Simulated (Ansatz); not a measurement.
Molecule: LaF$_{3}$, charge -1, multiplicity 2. The spin state was set by rule; other spins were not relaxed. 
Geometry from a B3LYP-D3(BJ)/def2-TZVP (Ansatz, a quantum-chemistry and plane-wave program) optimisation:
```
La
F 1 2.2132
F 1 2.2132 2 111.55
F 1 2.2132 2 111.55 3 125.49
```
Charge -1, spin multiplicity 2.

Total electronic energies in hartree. Cores are frozen in the correlated levels unless marked. UHF or UKS for open shells. Spin-orbit coupling is left out. Frozen are the shells of the preceding noble gas and the d and f shells that filled before the atom's block. In def2 rows, elements after Kr have scalar-relativistic effective core potentials. CBS marks a two-point X^-3 extrapolation of the correlation energy; Hartree-Fock from the larger set. The bracket is a focal-point correction in the basis named.

```json
[
 {"level": "HF/def2-SVPD", "program": "Ansatz", "energy (Eh)": "-329.52843"},
 {"level": "RI-HF/def2-QZVPP", "program": "Ansatz", "energy (Eh)": "-329.89883"},
 {"level": "r2SCAN/def2-TZVPD", "program": "Ansatz", "energy (Eh)": "-331.43024"},
 {"level": "PBE0/def2-SVP", "program": "Ansatz", "energy (Eh)": "___"},
 {"level": "r2SCANh/def2-TZVPD", "program": "Ansatz", "energy (Eh)": "-331.39889"},
 {"level": "r2SCAN0/def2-TZVPD", "program": "Ansatz", "energy (Eh)": "-331.35345"},
 {"level": "SCS-MP2/def2-SVPD", "program": "Ansatz", "energy (Eh)": "-330.16808"},
 {"level": "CCSD/def2-SVPD", "program": "Ansatz", "energy (Eh)": "-330.19405"},
 {"level": "RI-MP2/CBS(def2-TZVPPD,def2-QZVPPD)+[CCSD(T)-MP2]/def2-SVPD", "program": "Ansatz", "energy (Eh)": "-330.8880"}
]
```

Problem. Some entries are withheld; supply them.

Solution. 
- PBE0/def2-SVP, energy (Eh): -330.86591
